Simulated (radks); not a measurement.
Values are calculated unless marked as measured or tabulated.
Q: The mean radii <r> (bohr) of the occupied orbitals of an atom or ion are listed with their occupations. Level of theory: non-relativistic Kohn-Sham, PBE, spin-unpolarised, spherical densities, point nucleus (a radial shooting solver on a logarithmic mesh with Libxc functionals).

orbital  occ.      <r>
1s          2  0.03545
2s          2   0.1547
2p          6   0.1325
3s          2   0.4274
3p          6   0.4216
3d         10   0.3984
4s          2    1.086
4p          6    1.184
4d          5    1.694
5s          2    3.407

Name the element and its charge.

A: Z = 43, technetium, charge 0: Tc in [Kr] 4d5 5s2. The 1s radius gives Z: for a bare nucleus <r> = 1.5/Z, 0.03488 bohr for Z = 43, and screening makes it slightly larger (0.03545 here). The occupations add up to 43, and the charge is Z minus that.
